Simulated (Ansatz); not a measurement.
Born–Oppenheimer molecular dynamics of CH₂OSe (5 atoms, charge 0, multiplicity 1). It starts at the highest image of a converged band. Of that band: The profile has 2 maxima (images 1, 5) with wells between them (image 2): this band takes more than one step, which may be the mechanism or a detour left from its start path. Neighbouring images differ by up to 1.5 eV, so the band resolves the path poorly. A vibrational analysis at the climbing image gives one clearly imaginary mode, 507i cm⁻¹: a first-order saddle point.

These are results of UKS PBE/def2-SVP in Ansatz, not measurements.

- ensemble: NVE (velocity Verlet)
- time step: 0.5 fs
- steps asked: 200
- starting velocities drawn for: 100 K
- seed: 2732

Frames 0.5 fs apart, positions in Å.

Velocities at 25 fs (Å/ps):

```
O 0.03 0.14 -1.98
C -0.31 2.09 3.31
Se -0.01 -0.20 0.05
H 10.10 -7.99 1.30
H -6.33 -3.66 -13.18
```

```xyz
5
Properties=species:S:1:pos:R:3 time_fs=25 energy_less_start_eV=0.005 T=87
O -0.691 -0.729 0.491
C -0.183 -0.370 -0.659
Se 1.620 0.443 -0.145
H -1.528 -1.202 0.280
H 0.943 1.771 -0.127
5
Properties=species:S:1:pos:R:3 time_fs=25.5 energy_less_start_eV=0.006 T=85
O -0.691 -0.729 0.490
C -0.183 -0.369 -0.658
Se 1.620 0.443 -0.145
H -1.524 -1.206 0.281
H 0.940 1.769 -0.133
5
Properties=species:S:1:pos:R:3 time_fs=26 energy_less_start_eV=0.006 T=84
O -0.691 -0.729 0.489
C -0.183 -0.368 -0.656
Se 1.620 0.443 -0.145
H -1.520 -1.210 0.281
H 0.937 1.767 -0.140
5
Properties=species:S:1:pos:R:3 time_fs=26.5 energy_less_start_eV=0.007 T=82
O -0.691 -0.729 0.488
C -0.183 -0.367 -0.654
Se 1.620 0.443 -0.145
H -1.517 -1.214 0.282
H 0.935 1.765 -0.148
5
Properties=species:S:1:pos:R:3 time_fs=27 energy_less_start_eV=0.007 T=82
O -0.691 -0.729 0.487
C -0.184 -0.365 -0.653
Se 1.620 0.443 -0.145
H -1.516 -1.218 0.282
H 0.932 1.763 -0.155
5
Properties=species:S:1:pos:R:3 time_fs=27.5 energy_less_start_eV=0.007 T=83
O -0.691 -0.729 0.486
C -0.184 -0.364 -0.651
Se 1.620 0.443 -0.145
H -1.515 -1.223 0.283
H 0.930 1.761 -0.163
5
Properties=species:S:1:pos:R:3 time_fs=28 energy_less_start_eV=0.006 T=83
O -0.691 -0.729 0.485
C -0.184 -0.363 -0.649
Se 1.620 0.443 -0.144
H -1.516 -1.227 0.283
H 0.929 1.759 -0.172
5
Properties=species:S:1:pos:R:3 time_fs=28.5 energy_less_start_eV=0.006 T=84
O -0.691 -0.730 0.484
C -0.184 -0.362 -0.648
Se 1.620 0.443 -0.144
H -1.517 -1.231 0.283
H 0.927 1.758 -0.180
5
Properties=species:S:1:pos:R:3 time_fs=29 energy_less_start_eV=0.006 T=84
O -0.690 -0.730 0.484
C -0.184 -0.361 -0.646
Se 1.620 0.443 -0.144
H -1.518 -1.235 0.283
H 0.926 1.756 -0.189
5
Properties=species:S:1:pos:R:3 time_fs=29.5 energy_less_start_eV=0.006 T=85
O -0.690 -0.730 0.483
C -0.183 -0.359 -0.645
Se 1.620 0.443 -0.144
H -1.520 -1.238 0.283
H 0.925 1.754 -0.198
5
Properties=species:S:1:pos:R:3 time_fs=30 energy_less_start_eV=0.006 T=85
O -0.690 -0.731 0.482
C -0.183 -0.358 -0.644
Se 1.620 0.443 -0.144
H -1.522 -1.241 0.283
H 0.925 1.753 -0.208
5
Properties=species:S:1:pos:R:3 time_fs=30.5 energy_less_start_eV=0.005 T=87
O -0.690 -0.732 0.482
C -0.183 -0.356 -0.642
Se 1.620 0.442 -0.144
H -1.524 -1.242 0.284
H 0.925 1.752 -0.218
```

Of the whole run (100 fs, mean temperature of the second half 800 K): The conserved energy stayed within 0.04 meV per atom of its start (net change 0.0008 meV per atom), so the integration is sound. The kinetic energy rose, since the run started high on the potential surface and went downhill. A run of 0.1 ps of so small a system gives no equilibrium averages. The orbitals were unrestricted but ended closed-shell.

The run took 4 min on 2 threads of Intel(R) Xeon(R) Platinum 8259CL CPU @ 2.50GHz (Skylake/Cascade Lake), with other jobs on the host, peak memory 0.15 GiB.
